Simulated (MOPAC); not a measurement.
MOPAC input (AM1):

```
AM1 FORCE THERMO(298,298) PRECISE LET CHARGE=1 GEO-OK AUX(PRECISION=9) THREADS=1
C2F3

F     1.03203241 1   -0.21576323 1    1.72862421 1
C     0.92263202 1   -0.34654823 1    0.49069249 1
C    -0.30227677 1    0.08960981 1   -0.32498091 1
F    -0.28992473 1    1.16451775 1   -1.06428811 1
F    -1.16780434 1   -0.77301802 1   -0.78202319 1
```

From the last part of the output:

```
     F    5   0.153339   1.047923   8.870222   1.694840  10.542070

          HEAT OF FORMATION =     143.880032 KCALS/MOLE

          ZERO POINT ENERGY      10.506 KCAL/MOL

           NORMAL COORDINATE ANALYSIS (Total motion = 1 Angstrom)

   Root No.       1         2         3         4         5         6         7         8

                 1 A"      1 A'      2 A"      2 A'      3 A'      4 A'      5 A'      3 A"

                 150.1     284.8     405.1     438.0     686.5     764.5    1454.9    1554.5

           1   -0.0000   -0.0723   -0.0000    0.1647   -0.1416   -0.0556   -0.0475    0.0000
           2    0.0000   -0.2247    0.0000    0.0695   -0.0938    0.0028   -0.0219   -0.0000
           3    0.2451    0.0000   -0.0279    0.0000   -0.0000   -0.0000    0.0000    0.0027
           4    0.0000   -0.0912   -0.0000    0.1386   -0.0988   -0.0288    0.0302    0.0000
           5   -0.0000    0.3151    0.0000    0.2142    0.0542   -0.3022    0.0113   -0.0000
           6   -0.2490   -0.0000    0.4009   -0.0000   -0.0000    0.0000    0.0000   -0.0025
           7    0.0000   -0.1108    0.0000    0.0012    0.3295   -0.0405    0.3963   -0.0000
           8   -0.0000    0.1848   -0.0000    0.0799   -0.1288    0.3644    0.2668    0.0000
           9   -0.1316   -0.0000   -0.1780   -0.0000    0.0000   -0.0000   -0.0000    0.5603
          10   -0.1796    0.1000   -0.1077   -0.1266   -0.0021    0.0497   -0.1111   -0.1045
          11   -0.0525   -0.0457   -0.1545   -0.1277    0.0705   -0.0211   -0.0770   -0.0686
          12   -0.0022   -0.0084   -0.0565    0.1637    0.1676    0.1260   -0.1722   -0.1777
          13    0.1796    0.1000    0.1077   -0.1266   -0.0021    0.0497   -0.1111    0.1045
          14    0.0525   -0.0457    0.1545   -0.1277    0.0705   -0.0211   -0.0770    0.0686
          15   -0.0022    0.0084   -0.0565   -0.1637   -0.1676   -0.1260    0.1722   -0.1777

   Root No.       9

                 6 A'

                1610.3

           1   -0.3288
           2    0.0050
           3   -0.0000
           4    0.5693
           5    0.0318
           6    0.0000
           7   -0.0742
           8   -0.0275
           9   -0.0000
          10    0.0079
          11   -0.0039
          12    0.0064
          13    0.0079
          14   -0.0039
          15   -0.0064

           MASS-WEIGHTED COORDINATE ANALYSIS (NORMAL COORDINATES)

   Root No.       1         2         3         4         5         6         7         8

                 1 A"      1 A'      2 A"      2 A'      3 A'      4 A'      5 A'      3 A"

                 150.1     284.8     405.1     438.0     686.5     764.5    1454.9    1554.5

           1   -0.0000   -0.1717   -0.0000    0.3727   -0.3318   -0.1297   -0.0963    0.0000
           2    0.0000   -0.5334    0.0000    0.1572   -0.2199    0.0065   -0.0443   -0.0000
           3    0.5773    0.0000   -0.0625    0.0000   -0.0000   -0.0000    0.0000    0.0050
           4    0.0000   -0.1721   -0.0000    0.2493   -0.1840   -0.0534    0.0487    0.0000
           5   -0.0000    0.5949    0.0000    0.3853    0.1010   -0.5603    0.0182   -0.0000
           6   -0.4664   -0.0000    0.7132   -0.0000   -0.0000    0.0000    0.0000   -0.0036
           7    0.0000   -0.2091    0.0000    0.0021    0.6139   -0.0751    0.6386   -0.0000
           8   -0.0000    0.3488   -0.0000    0.1436   -0.2400    0.6756    0.4299    0.0000
           9   -0.2464   -0.0000   -0.3168   -0.0000    0.0000   -0.0000   -0.0000    0.8232
          10   -0.4230    0.2374   -0.2409   -0.2863   -0.0050    0.1159   -0.2251   -0.1932
          11   -0.1237   -0.1085   -0.3457   -0.2888    0.1652   -0.0491   -0.1560   -0.1267
          12   -0.0053   -0.0200   -0.1263    0.3704    0.3927    0.2938   -0.3489   -0.3283
          13    0.4230    0.2374    0.2409   -0.2863   -0.0050    0.1159   -0.2251    0.1932
          14    0.1237   -0.1085    0.3457   -0.2888    0.1652   -0.0491   -0.1560    0.1267
          15   -0.0053    0.0200   -0.1263   -0.3704   -0.3927   -0.2938    0.3489   -0.3283

   Root No.       9

                 6 A'

                1610.3

           1   -0.5832
           2    0.0088
           3   -0.0000
           4    0.8028
           5    0.0449
           6    0.0000
           7   -0.1046
           8   -0.0388
           9   -0.0000
          10    0.0140
          11   -0.0068
          12    0.0114
          13    0.0140
          14   -0.0068
          15   -0.0114

          DESCRIPTION OF VIBRATIONS

 VIBRATION          1    1A"         ATOM PAIR     ENERGY CONTRIBUTION    RADIAL
 FREQUENCY           150.11         F 4 -- F 5         +28.5% (223.2%)      0.0%
 TRANSITION DIPOLE   0.3610         C 2 -- C 3         +28.0% (221.1%)      0.0%
 TRAVEL (Ang.)       0.3287         C 3 -- F 5         +18.0% (177.5%)      0.7%
 REDUCED MASS        4.1566         C 3 -- F 4         +18.0% (177.5%)      0.7%
 EFFECTIVE MASS     20.7171
 FORCE CONSTANT      0.0552

 VIBRATION          2    1A'         ATOM PAIR     ENERGY CONTRIBUTION    RADIAL
 FREQUENCY           284.85         F 1 -- C 2         +35.0% (127.6%)      0.0%
 TRANSITION DIPOLE   1.6944         C 3 -- F 5         +21.0% ( 98.8%)      0.7%
 TRAVEL (Ang.)       0.2389         C 3 -- F 4         +21.0% ( 98.8%)      0.7%
 REDUCED MASS        4.1471         C 2 -- C 3         +19.4% ( 95.1%)     80.8%
 EFFECTIVE MASS     15.4467
 FORCE CONSTANT      0.1983

 VIBRATION          3    2A"         ATOM PAIR     ENERGY CONTRIBUTION    RADIAL
 FREQUENCY           405.11         C 2 -- C 3         +32.9% (118.4%)      0.0%
 TRANSITION DIPOLE   0.6999         F 4 -- F 5         +27.8% (108.9%)      0.0%
 TRAVEL (Ang.)       0.1891         C 3 -- F 4         +16.3% ( 83.3%)      2.1%
 REDUCED MASS        4.6524         C 3 -- F 5         +16.3% ( 83.3%)      2.1%
 EFFECTIVE MASS     15.3688
 FORCE CONSTANT      0.4499

 VIBRATION          4    2A'         ATOM PAIR     ENERGY CONTRIBUTION    RADIAL
 FREQUENCY           438.03         C 2 -- C 3         +34.2% ( 90.2%)     96.3%
 TRANSITION DIPOLE   0.7876         F 4 -- F 5         +24.4% ( 76.3%)    100.0%
 TRAVEL (Ang.)       0.1844         F 1 -- C 2         +18.8% ( 66.8%)     22.7%
 REDUCED MASS        4.5252         C 3 -- F 5         +11.3% ( 51.9%)      0.2%
 EFFECTIVE MASS     17.8480         C 3 -- F 4         +11.3% ( 51.9%)      0.2%
 FORCE CONSTANT      0.5116

 VIBRATION          5    3A'         ATOM PAIR     ENERGY CONTRIBUTION    RADIAL
 FREQUENCY           686.49         C 2 -- C 3         +30.9% ( 94.1%)      3.9%
 TRANSITION DIPOLE   1.4472         F 4 -- F 5         +23.6% ( 82.1%)    100.0%
 TRAVEL (Ang.)       0.1563         C 3 -- F 5         +21.3% ( 78.0%)      3.5%
 REDUCED MASS        4.0193         C 3 -- F 4         +21.3% ( 78.0%)      3.5%
 EFFECTIVE MASS     15.9797
 FORCE CONSTANT      1.1160

 VIBRATION          6    4A'         ATOM PAIR     ENERGY CONTRIBUTION    RADIAL
 FREQUENCY           764.45         C 2 -- C 3         +39.5% ( 94.3%)     66.3%
 TRANSITION DIPOLE   0.4608         C 3 -- F 4         +20.2% ( 67.5%)      1.7%
 TRAVEL (Ang.)       0.1454         C 3 -- F 5         +20.2% ( 67.5%)      1.7%
 REDUCED MASS        4.1711         F 4 -- F 5         +13.4% ( 54.9%)    100.0%
 EFFECTIVE MASS     13.6454
 FORCE CONSTANT      1.4362

 VIBRATION          7    5A'         ATOM PAIR     ENERGY CONTRIBUTION    RADIAL
 FREQUENCY          1454.95         C 3 -- F 4         +34.7% ( 82.4%)     64.1%
```

The dipole moment of an ion depends on the origin.
